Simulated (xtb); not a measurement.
O3W, charge -1, doublet, geometry from GFN2-xTB (such geometries of metal compounds can be far from the true shape) (the multiplicity is a formal guess); xtb 6.7.1 with GFN2-xTB.

Here is a job for xtb.
```
$ xtb mol.xyz --gfn 2 --chrg -1 --uhf 1 --hess --json

# file mol.xyz
4

W      0.00000000     0.00000000     0.00000000
O      1.54088556    -0.32207064    -0.68740617
O     -0.49883780    -0.83178938     1.41769966
O     -1.04204776     1.15386002    -0.73029349
```

It wrote (shortened):

```
   ID    Z sym.   atoms
    1   74 W      1
    2    8 O      2-4

           -------------------------------------------------
          |                Calculation Setup                |
           -------------------------------------------------

           -------------------------------------------------
          |                 G F N 2 - x T B                 |
           -------------------------------------------------

          ...................................................
          :                      SETUP                      :
          :.................................................:
          :  # basis functions                  22          :
          :  # atomic orbitals                  21          :
          :  # shells                            9          :
          :  # electrons                        25          :
          :  max. iterations                   250          :
          :  Hamiltonian                  GFN2-xTB          :
          :  restarted?                      false          :
          :  GBSA solvation                  false          :
          :  PC potential                    false          :
          :  electronic temp.          300.0000000     K    :
          :  accuracy                    1.0000000          :
          :  -> integral cutoff          0.2500000E+02      :
          :  -> integral neglect         0.1000000E-07      :
          :  -> SCF convergence          0.1000000E-05 Eh   :
          :  -> wf. convergence          0.1000000E-03 e    :
          :  Broyden damping             0.4000000          :
          :  net charge                         -1          :
          :  unpaired electrons                  1          :
          ...................................................

 iter      E             dE          RMSdq      gap      omega  full diag
   1     -1.0656325 -0.106563E+01  0.425E+01    1.58       0.0  T
   2     -9.4003055 -0.833467E+01  0.336E+01    0.00       1.0  T
   3    -12.2912795 -0.289097E+01  0.271E+01    0.00       1.0  T
   4    -12.7053843 -0.414105E+00  0.255E+01    0.00       1.0  T
   5     -3.9030355  0.880235E+01  0.126E+02    0.89       1.0  T
   6     -1.6711407  0.223189E+01  0.132E+02    0.67       1.0  T
   7     -0.1984340  0.147271E+01  0.119E+02    0.79       1.0  T
   8     -1.0464864 -0.848052E+00  0.114E+02    0.91       1.0  T
   9    -12.0778318 -0.110313E+02  0.435E+01    0.00       1.0  T
  10    -13.4613848 -0.138355E+01  0.347E+01    0.00       1.0  T
  11    -14.7261451 -0.126476E+01  0.932E+00    2.56       1.0  T
  12    -14.2894615  0.436684E+00  0.144E+01    1.27       1.0  T
  13    -13.0219999  0.126746E+01  0.191E+01    0.02       1.0  T
  14    -13.6791989 -0.657199E+00  0.144E+01    1.17       1.0  T
  15    -14.6380555 -0.958857E+00  0.791E+00    2.96       1.0  T
  16    -13.6861923  0.951863E+00  0.153E+01    2.74       1.0  T
  17    -13.8065273 -0.120335E+00  0.136E+01    2.33       1.0  T
  18    -14.1065898 -0.300062E+00  0.124E+01    1.76       1.0  T
  19    -14.5484001 -0.441810E+00  0.112E+01    2.14       1.0  T
  20    -14.6576855 -0.109285E+00  0.917E+00    2.53       1.0  T
  21    -14.8022464 -0.144561E+00  0.655E+00    2.92       1.0  T
  22    -14.7740305  0.282160E-01  0.718E+00    2.83       1.0  T
  23    -14.7647378  0.929271E-02  0.740E+00    2.79       1.0  T
  24    -14.7988679 -0.341301E-01  0.677E+00    2.87       1.0  T
  25    -14.7841853  0.146826E-01  0.738E+00    2.78       1.0  T
  26    -14.7672991  0.168861E-01  0.779E+00    2.72       1.0  T
  27    -14.8163907 -0.490916E-01  0.627E+00    2.89       1.0  T
  28    -14.8461840 -0.297933E-01  0.513E+00    2.98       1.0  T
  29    -14.8887901 -0.426061E-01  0.284E+00    3.16       1.0  T
  30    -14.9028779 -0.140878E-01  0.196E+00    3.20       1.0  T
  31    -14.9106286 -0.775074E-02  0.936E-01    3.26       1.0  T
  32    -14.9128166 -0.218800E-02  0.499E-01    3.28       1.0  T
[...]
         :: total energy             -14.863628975807 Eh    ::
[...]
   9: 32.32  10: 16.00  11: 34.42  12: 34.42
 IR intensities (km·mol⁻¹)
   1:  0.39   2:  0.51   3:  0.79   4:  4.04   5:  3.90   6:  2.99   7: 72.66   8: 36.10
   9: 36.15  10:  0.00  11: 79.71  12: 79.68
 Raman intensities (Ä⁴*amu⁻¹)
   1:  0.00   2:  0.00   3:  0.00   4:  0.00   5:  0.00   6:  0.00   7:  0.00   8:  0.00
   9:  0.00  10:  0.00  11:  0.00  12:  0.00
 output can be read by thermo (or use thermo option).
 writing <g98.out> molden fake output.
 recommended (thermochemical) frequency scaling factor: 1.0
           -------------------------------------------------
          |             Thermodynamic Functions             |
           -------------------------------------------------

d3h symmetry found (for desy threshold:  0.10E+00) used in thermo

          ...................................................
          :                      SETUP                      :
          :.................................................:
          :  # frequencies                           6      :
          :  # imaginary freq.                       0      :
          :  linear?                             false      :
          :  only rotor calc.                    false      :
          :  symmetry                              d3h      :
          :  rotational number                       6      :
          :  scaling factor                  1.0000000      :
          :  rotor cutoff                   50.0000000 cm⁻¹ :
          :  imag. cutoff                  -20.0000000 cm⁻¹ :
          :.................................................:

    mode    ω/cm⁻¹     T·S(HO)/kcal·mol⁻¹    T·S(FR)/kcal·mol⁻¹   T·S(vib)
   ------------------------------------------------------------------------
       1    129.42    -0.88092 ( 97.82%)    -0.77440 (  2.18%)    -0.87860
       2    246.90    -0.52255 ( 99.83%)    -0.58325 (  0.17%)    -0.52265
       3    246.92    -0.52250 ( 99.83%)    -0.58323 (  0.17%)    -0.52260
   ------------------------------------------------------------------------

   temp. (K)  partition function   enthalpy   heat capacity  entropy
                                   cal/mol     cal/K/mol   cal/K/mol   J/K/mol
 298.15  VIB   4.87                 1236.656      7.784      7.287
         ROT  0.107E+05              888.752      2.981     21.424
         INT  0.523E+05             2125.409     10.765     28.711
         TR   0.342E+28             1481.254      4.968     42.205
         TOT                        3606.6627    15.7332    70.9162   296.7133

       T/K    H(0)-H(T)+PV         H(T)/Eh          T*S/Eh         G(T)/Eh
   ------------------------------------------------------------------------
    298.15    0.574758E-02    0.121215E-01    0.336946E-01   -0.215731E-01
   ------------------------------------------------------------------------

         :::::::::::::::::::::::::::::::::::::::::::::::::::::
         ::                  THERMODYNAMIC                  ::
         :::::::::::::::::::::::::::::::::::::::::::::::::::::
         :: total free energy         -14.885202036728 Eh   ::
         ::.................................................::
         :: total energy              -14.863628975950 Eh   ::
         :: zero point energy           0.006373922941 Eh   ::
         :: G(RRHO) w/o ZPVE           -0.027946983719 Eh   ::
         :: G(RRHO) contrib.           -0.021573060778 Eh   ::
         :::::::::::::::::::::::::::::::::::::::::::::::::::::

           -------------------------------------------------
          | TOTAL ENERGY              -14.863628975950 Eh   |
          | TOTAL ENTHALPY            -14.851507470185 Eh   |
          | TOTAL FREE ENERGY         -14.885202036728 Eh   |
          | GRADIENT NORM               0.000037562146 Eh/α |
          | HOMO-LUMO GAP               3.298273124940 eV   |
           -------------------------------------------------

normal termination of xtb
```
